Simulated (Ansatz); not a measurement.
Reaction R1 + R2 → P1 + P2, each structure at its B3LYP-D3(BJ)/def2-TZVP stationary point, reached from a drawn start (curvature not checked).
R1: Cl2MoO2 (SMILES [O]=[Mo](=[O])([Cl])[Cl]), charge 0, multiplicity 1.
P1: ClHMoO2 (SMILES [O]=[MoH](=[O])[Cl]), charge 0, multiplicity 1.
R2, H2 (SMILES [H][H]) (charge 0, multiplicity 1):
```xyz
2

H      0.000     0.000     0.372
H      0.000     0.000    -0.372
```
P2, HCl (SMILES Cl) (charge 0, multiplicity 1, Z-matrix in Å and degrees):
```
Cl
H 1 1.2820
```

P less R. No zero-point or thermal terms; no spin–orbit coupling.

Cores are frozen in the correlated methods.

Run with Ansatz (Gaussian basis) for Hartree–Fock, density functionals and correlated methods. All values are computed, each at the level named. Elements past Kr take the def2 small-core potentials, without spin–orbit coupling.

Total energies in hartree:

| structure | PBE/def2-TZVPP | r2SCAN/def2-TZVPP | CCSD(T)/def2-QZVPP |
|---|---|---|---|
| R1 | -1138.898479 | -1139.291780 | -1137.793880 |
| P1 | -679.390772 | -679.627314 | -678.559017 |
| R2 | -1.166122 | -1.171285 | -1.173867 |
| P2 | -460.627412 | -460.785863 | -460.364747 |

Work out the reaction energy at each level in kcal/mol (1 hartree = 627.50947 kcal/mol), and say how far PBE/def2-TZVPP lies from CCSD(T)/def2-QZVPP.


- PBE/def2-TZVPP: (-679.390772) + (-460.627412) − (-1138.898479) − (-1.166122) = 0.046417 hartree = 29.13 kcal/mol
- r2SCAN/def2-TZVPP: (-679.627314) + (-460.785863) − (-1139.291780) − (-1.171285) = 0.049888 hartree = 31.31 kcal/mol
- CCSD(T)/def2-QZVPP: (-678.559017) + (-460.364747) − (-1137.793880) − (-1.173867) = 0.043983 hartree = 27.60 kcal/mol
PBE/def2-TZVPP less CCSD(T)/def2-QZVPP: 1.53 kcal/mol. CCSD(T)/def2-QZVPP is the level counted from, the highest shown, and no exact or measured value.

Ansatz is a quantum-chemistry and plane-wave program.
